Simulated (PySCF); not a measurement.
Compound: C₅H₁₂O₂Si.
Geometry (PBE0-D3(BJ)/def2-SVP, Å), atoms numbered from 1 in this order:
```xyz
20
C5H12O2Si angstrom
C      3.8783   -0.5623   -0.1946
C      2.7999   -1.1417    0.3407
O      1.5186   -0.9544   -0.0230
Si     0.8905    0.1744   -1.0985
O     -0.7444    0.0154   -1.0411
C     -1.5441    0.2208    0.1190
C     -2.1310    1.6195    0.0832
C     -2.5995   -0.8656    0.1498
H      3.8182    0.1502   -1.0224
H      4.8676   -0.8040    0.1950
H      2.8902   -1.8602    1.1635
H      1.3059   -0.1247   -2.4914
H      1.3559    1.5211   -0.6526
H     -0.9111    0.1177    1.0216
H     -2.7541    1.8075    0.9704
H     -2.7540    1.7446   -0.8158
H     -1.3344    2.3783    0.0569
H     -3.2212   -0.8117   -0.7571
H     -2.1250   -1.8567    0.1829
H     -3.2507   -0.7574    1.0300
```

Computed with PySCF at PBE0/pcSseg-1, non-relativistic, on one gas-phase PBE0-D3(BJ)/def2-SVP geometry that isn't relaxed in the solvent. The solvent is an IEF-PCM continuum (cavity from Bondi-type radii × 1.2). The model holds no explicit solvent molecules, cavitation or dispersion.

| run | E − E(gas) (kcal/mol) | HOMO (eV) | HOMO–LUMO gap (eV) | dipole (D) |
| --- | --- | --- | --- | --- |
| gas | 0.00 | -6.93 | 7.60 | 1.17 |
| P | -2.65 | -6.98 | 7.62 | 1.43 |
| Q | -3.72 | -7.01 | 7.63 | 1.56 |

Task: The runs were made in chloroform and methanol. Which run belongs to which solvent?

Result: P = chloroform, Q = methanol. The dielectric constants are 4.711 (chloroform), 32.61 (methanol), and the energy falls further as ε rises. In this model the ground state sees the solvent through ε alone.

Task: How constant is the ratio of the lowering to (ε − 1)/(2ε + 1)?

Result: 
| solvent | (ε − 1)/(2ε + 1) | E − E(gas) (kcal/mol) | ratio (kcal/mol) | polarisation term (kcal/mol) |
| --- | --- | --- | --- | --- |
| chloroform | 0.356 | -2.65 | -7.4 | -2.83 |
| methanol | 0.477 | -3.72 | -7.8 | -4.11 |

The ratio changes by +4.9 % in size from chloroform to methanol. The polarisation term is half the interaction of the solute with the induced surface charges.

Time: 67 s; peak memory 1.2 GiB. Hardware: an Arm Neoverse N1 with one thread, shared host with 64 logical CPUs at a one-minute load of 61. This is the whole shielding run at PBE0/pcSseg-1 in methanol, SCF included.
